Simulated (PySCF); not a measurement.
**State search for TeC**

Unrestricted PBE0; basis Te def2-TZVPP with ECP28, C def2-TZVPP; scalar-relativistic core potentials; PySCF 2.14. Outer shells of the fragments: Te 4d10 5s2 5p4; C 2s2 2p2.

Followed along the bond (rough minima from three points):

| 2Ms+1 | unpaired | ⟨S²⟩ at the start | R at minimum (Å) | Te (eV) |
| --- | --- | --- | --- | --- |
| 1 | none | 0.00 | 1.89 | 0.00 |
| 3 | π ↑↑ | 2.01 | 2.09 | 2.11 |
| 5 | σ ↑, π ↑↑↑ | 6.01 | none in the scan | ≤ 3.46 |

Solutions found at the starting distance of 2.030 Å, counted from the lowest of them; the search is not exhaustive and high or unbound solutions are not listed, so other states can lie among these:

| 2Ms+1 | unpaired | term | E (eV) | ⟨S²⟩ | ⟨Lz²⟩ | μ (D) |
| --- | --- | --- | --- | --- | --- | --- |
| 1 | none | ¹Σ⁺ | 0.00 | 0.00 | 0.00 | -2.13 |
| 3 | π ↑↑ | mixed | 1.85 | 2.01 | 2.01 | -2.46 |
| 3 | σ ↑, π ↑ | ³Π | 1.88 | 2.23 | 1.01 | -0.99 |
| 3 | π ↑↑ | mixed | 2.34 | 2.01 | 2.01 | -2.13 |
| 1 | σ ↓, π ↑ | mixed | 2.38 | 1.02 | 1.04 | -1.30 |
| 1 | π ↑↓ | mixed | 2.44 | 1.01 | 2.02 | -2.01 |
| 5 | σ ↑, π ↑↑↑ | ⁵Π | 3.19 | 6.01 | 1.01 | -1.31 |
| 3 | σ ↑, π ↑↑↓ | mixed | 4.12 | 3.02 | 3.03 | -1.80 |
| 5 | π ↑↑↑↑ | ⁵Σ⁺ | 4.13 | 6.01 | 0.00 | -4.11 |
| 1 | σ ↓, π ↑↑↓ | mixed | 4.27 | 2.02 | 3.03 | -1.74 |
| 1 | π ↑↑↓↓ | mixed | 4.91 | 2.02 | 4.04 | -4.06 |
| 3 | σ ↑↑ | mixed | 5.35 | 2.42 | 0.00 | 0.69 |
| 3 | σ ↑, π ↑ | ³Π | 5.63 | 2.01 | 1.01 | -0.15 |
| 5 | σ ↑↑, π ↑↑ | mixed | 6.49 | 6.05 | 2.02 | 0.56 |

A term symbol is given only where ⟨S²⟩ and ⟨Lz²⟩ are close to those of a pure state; real π, δ and φ orbitals otherwise mix terms. A positive dipole means Te(−)C(+).

Q: Compare the gap between the two lowest followed solutions at the starting distance with the gap between their minima.

A: At PBE0 the second solution (triplet, unpaired electrons π ↑↑) lies +1.85 eV from the first (singlet, closed shell) at 2.030 Å and +2.11 eV at the minima; the two curves relax by different amounts, since their minima lie near 2.09 and 1.89 Å.

Spin–orbit coupling is left out. Counting both spins, an empty level lies below a filled one in some of these solutions, because spin and occupation are held.
